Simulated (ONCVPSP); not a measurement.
## Re: one change to an ONCV potential, before and after

```
Element                 : Re
Generator               : ONCVPSP 4.0.1
Type                    : optimised norm-conserving Vanderbilt (ONCV)
Functional              : PBE
Relativity              : fully relativistic
Frozen core             : [Kr] 4d10 4f14
Valence charge          : 15
Reference configuration : 5s2 5p6 5d5 6s1.5 (charge +0.5)
Partial waves           : 5s+6s: rc 1.85 bohr, ncon 4, nbas 8, qcut 7.2 1/bohr, 3 projectors, debl 0.8 Ha; 5p: rc 1.15 bohr, ncon 5, nbas 8, qcut 7.7 1/bohr, 2 projectors, debl 2.2 Ha; 5d: rc 2.40 bohr, ncon 4, nbas 8, qcut 5.5 1/bohr, 1 projector
Local potential         : polynomial inside 0.95 bohr (lpopt 5, dvloc0 6 Ha)
Core correction         : Teter function, fcfact 4.75, rcfact 1.35
```

Open shells are filled in proportion to 2j + 1.

Change: d: ncon 5, nbas 9.

Cutoffs: the cutoffs (Ha) at which the residual kinetic energy of the hardest occupied pseudo-wave falls to 1 and 0.1 mHa per electron; they do not see the model core or the augmentation charge, which bear on the density cutoff. Errors are all-electron minus pseudo energies relative to the spin-unpolarised reference configuration.

Q: Predict the effect on cutoff, ghosts and configuration errors.

A: The potential gets neither clearly harder nor softer (94 Ha and 132 Ha → 94 Ha and 132 Ha); of the 4 tests that both files solve, the error grows in 0 and shrinks in 2 by more than 15 % and 0.3 meV (median size 1.4 → 0.2 meV); the range in which the d5/2 phases agree widens (upper end 1.1 → at the end of the scan); neither file shows a bound ghost.

```tsv
quantity	base	changed
cutoff, loose	94 Ha	94 Ha
cutoff, tight	132 Ha	132 Ha
loose cutoff by channel	s 17 Ha, p 94 Ha, d 12 Ha	s 17 Ha, p 94 Ha, d 13 Ha
bound ghosts	none	none
GHOST(+) flags under 300 eV	s at 190.7 eV, p3/2 at 243.3 eV	s at 190.7 eV, p3/2 at 243.3 eV
error for 5s2 5p6 5d5 6s2, meV [ΔE -3.78 eV]	-0.1	-0.1
error for 5s2 5p6 5d5 6s1, meV [ΔE 5.47 eV]	-0.1	-0.1
error for 5s2 5p6 5d5 6s0, meV [ΔE 21.80 eV]	-2.7	-2.0
error for 5s2 5p6 5d4 6s0, meV [ΔE 48.91 eV]	-3.9	-0.3
s: phases at 1.88 bohr within 0.05 rad from the reference energy up to (Ha; the scan ends near 5)	to the end of the scan	to the end of the scan
p3/2: phases at 1.17 bohr within 0.05 rad from the reference energy up to (Ha; the scan ends near 5)	to the end of the scan	to the end of the scan
p1/2: phases at 1.17 bohr within 0.05 rad from the reference energy up to (Ha; the scan ends near 5)	to the end of the scan	to the end of the scan
d5/2: phases at 2.43 bohr within 0.05 rad from the reference energy up to (Ha; the scan ends near 5)	1.1	to the end of the scan
d3/2: phases at 2.43 bohr within 0.05 rad from the reference energy up to (Ha; the scan ends near 5)	1.0	1.2
rms error of d²Exc/dni dnj with the model core, mHa	3.31	3.31
```
